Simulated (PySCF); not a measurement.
## Input and output

Pb(CH3)H3 (singlet). PySCF 2.14.0, RKS B3LYP, Pb def2-SVP with ECP60, C def2-SVP, H def2-SVP; non-relativistic Hamiltonian with scalar-relativistic core potentials where named; density fitting; no spin-orbit coupling. Purpose: singlet excitations, Tamm-Dancoff B3LYP.

```python
mol = gto.M(atom='''
Pb    -0.10575    -0.10575    -0.10575
C      1.19912     1.19912     1.19912
H      1.82826     1.82826     0.55081
H      0.55081     1.82826     1.82826
H      1.82826     0.55081     1.82826
H     -1.14394    -1.14394     0.90026
H      0.90026    -1.14394    -1.14394
H     -1.14394     0.90026    -1.14394''',
    basis={'Pb': 'def2-SVP', 'C': 'def2-SVP', 'H': 'def2-SVP'},
    ecp={'Pb': 'def2-SVP'},
    charge=0, spin=0)
mf = dft.RKS(mol, xc='B3LYP')
mf.grids.atom_grid = (50, 194)
mf = mf.density_fit()  # fitting sets: Pb def2-universal-JKFIT, C def2-universal-JKFIT, H def2-universal-JKFIT
mf.conv_tol = 1e-08; mf.max_cycle = 55
mf.kernel(dm0)  # dm0: converged density of the relaxed state
td = mf.TDA(); td.nstates = 8; td.kernel()
```

Run from Python with OMP_NUM_THREADS=2; the lines above give its settings. Where DIIS fails, smearing, a level shift and second-order steps follow.
It took 8.9 s on 2 threads of Intel(R) Xeon(R) Platinum 8488C (Sapphire Rapids), on a shared host, from an already converged density.

(1) Where do the frontier levels lie, over both spins?

(2) What does the SCF print?

(3) What are the Mulliken charges and spins?

(4) Which singlet excitations follow (Tamm-Dancoff, 8 states)?

The geometry was relaxed with TPSS (Pb def2-SVP with ECP60, C def2-SVP, H def2-SVP).

## Answers

(1) HOMO -7.78 eV, LUMO -0.41 eV. 

(2) 
```
init E= -234.547847222967
cycle= 1 E= -234.548622030503  delta_E= -0.000775  |g|= 0.0191  |ddm|= 0.106
cycle= 2 E= -234.548567928743  delta_E= 5.41e-05  |g|= 0.0217  |ddm|= 0.0482
cycle= 3 E= -234.548700760157  delta_E= -0.000133  |g|= 0.00465  |ddm|= 0.0276
cycle= 4 E= -234.548706652567  delta_E= -5.89e-06  |g|= 0.000707  |ddm|= 0.00555
cycle= 5 E= -234.54870680663  delta_E= -1.54e-07  |g|= 7.83e-05  |ddm|= 0.00136
cycle= 6 E= -234.54870680857  delta_E= -1.94e-09  |g|= 1.01e-05  |ddm|= 0.000105
Extra cycle  E= -234.548706808583  delta_E= -1.22e-11  |g|= 9.26e-06  |ddm|= 2.93e-05
converged SCF energy = -234.548706808583
```

(3) 
```
atom  charge (e)  spin (e)
 Pb1       0.332     0.000
  C2      -0.247     0.000
  H3       0.057     0.000
  H4       0.057     0.000
  H5       0.057     0.000
  H6      -0.085     0.000
  H7      -0.085     0.000
  H8      -0.085     0.000
```

(4) 
| state | eV | oscillator strength |
| --- | --- | --- |
| 1 | 7.17 | 0.1335 |
| 2 | 7.41 | 0.0441 |
| 3 | 7.41 | 0.0441 |
| 4 | 7.75 | 0.4541 |
| 5 | 7.92 | 0.0129 |
| 6 | 7.92 | 0.0129 |
| 7 | 8.28 | 0.0197 |
| 8 | 8.28 | 0.0197 |
Functionals without range separation put charge-transfer states too low; the basis has no diffuse functions.
